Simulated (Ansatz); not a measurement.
A nudged elastic band was laid between two geometries of Cl$_{2}$FHSi (5 atoms, charge 0, multiplicity 1).

All numbers below come from RKS PBE0-D4/cc-pVDZ (Ansatz 0.2.0).

```json
{
  "movable images": "7",
  "climbing image": "yes",
  "spring": "5.0 eV/Å²",
  "optimiser": "quadratic models (default)",
  "start path": "through a guess of the saddle point",
  "force threshold": "0.05 eV/Å",
  "iteration limit": "60",
  "end points": "relaxed"
}
```

First end point:

```xyz
5
Properties=species:S:1:pos:R:3
Si 0.187 0.033 0.261
H -0.081 -0.002 1.715
Cl 2.203 0.037 -0.107
Cl -0.688 1.672 -0.603
F -0.447 -1.300 -0.435
```

Last end point:

```xyz
5
Properties=species:S:1:pos:R:3
Si -1.074 0.205 0.073
H 1.768 -0.492 1.995
Cl 1.848 0.261 0.945
Cl -0.592 1.649 -1.402
F -0.774 -1.182 -0.778
```

Q: Which bonds break or form, and what moves?

A: Bonds broken: Si1–H2, Si1–Cl3. Bonds formed: H2–Cl3. Cl2FHSi becomes ClFSi + ClH.

Q: Give the energies along the band, and the barrier.

A: It converged. The highest image is number 3 of 0 to 8, 2.86 eV above the first end and 0.68 eV above the last; the last end lies 2.18 eV above the first. Neighbouring images differ by up to 1.4 eV, so the band resolves the path poorly. A vibrational analysis at the climbing image gives one clearly imaginary mode, 955i cm⁻¹: a first-order saddle point. The orbitals stay closed-shell, which can raise the energy where a bond breaks towards radicals; this wasn't checked here.

| image | path coordinate (Å) | energy (eV) | Si1–H2 (Å) | Si1–Cl3 (Å) | H2–Cl3 (Å) |
| --- | --- | --- | --- | --- | --- |
| 0 | 0.00 | 0.00 | 1.48 | 2.05 | 2.92 |
| 1 | 0.45 | 0.38 | 1.47 | 2.07 | 2.49 |
| 2 | 0.91 | 1.80 | 1.48 | 2.22 | 2.01 |
| 3 | 1.36 | 2.86 | 1.63 | 2.49 | 1.61 |
| 4 | 1.77 | 2.47 | 2.03 | 2.80 | 1.34 |
| 5 | 2.17 | 2.30 | 2.53 | 3.02 | 1.30 |
| 6 | 2.57 | 2.21 | 2.99 | 3.02 | 1.29 |
| 7 | 2.97 | 2.18 | 3.39 | 3.04 | 1.29 |
| 8 | 3.38 | 2.18 | 3.50 | 3.05 | 1.29 |

Q: What is the geometry of the highest image?

A: 
```xyz
5
Properties=species:S:1:pos:R:3:forces:R:3
Si -0.374 0.016 0.351 0.00 0.00 0.01
H 0.837 -0.038 1.445 -0.01 0.00 0.00
Cl 2.112 0.054 0.472 0.01 0.00 0.00
Cl -0.795 1.678 -0.799 0.00 0.00 0.00
F -0.605 -1.269 -0.638 0.00 0.00 0.00
```

The run took 4.1 min on 1 thread of Arm Neoverse V1 (shared host), peak memory 0.15 GiB.
